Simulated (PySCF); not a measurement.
Diatomics of Zn with the halogens

MP2 with triple-zeta basis sets in PySCF, for the lowest determinant that a PBE0 search found; no spin–orbit coupling. De refers to high-spin ground-configuration atoms.

| M | basis | reference, frozen orbitals | state (unpaired electrons) | Re (Å) | ωe (cm⁻¹) | De (eV) |
| --- | --- | --- | --- | --- | --- | --- |
| F | def2-TZVPP | UHF, 6 | doublet (σ ↑) | 1.775 | 619 | 3.31 |
| Cl | def2-TZVPP | UHF, 10 | doublet (σ ↑) | 2.138 | 393 | 2.39 |
| Br | def2-TZVPP | UHF, 14 | doublet (σ ↑) | 2.280 | 289 | 2.01 |
| I | def2-TZVPP | UHF, 9 | doublet (σ ↑) | 2.473 | 236 | 1.54 |

Question: By what factor does the harmonic wavenumber vary along the series?

Answer: At MP2 it runs from 236 cm⁻¹ (ZnI) to 619 cm⁻¹ (ZnF), a factor of 2.62.

Down a group the atoms grow and get heavier, so bonds lengthen and wavenumbers fall; this series shows no clear exception.

Correlated steps freeze the inner cores (6 to 14 orbitals); shallow outer-core shells are correlated. Spin–orbit coupling is left out, which matters for elements this heavy, above all for dissociation energies. States were picked by a PBE0 search and need not be the measured ground states.
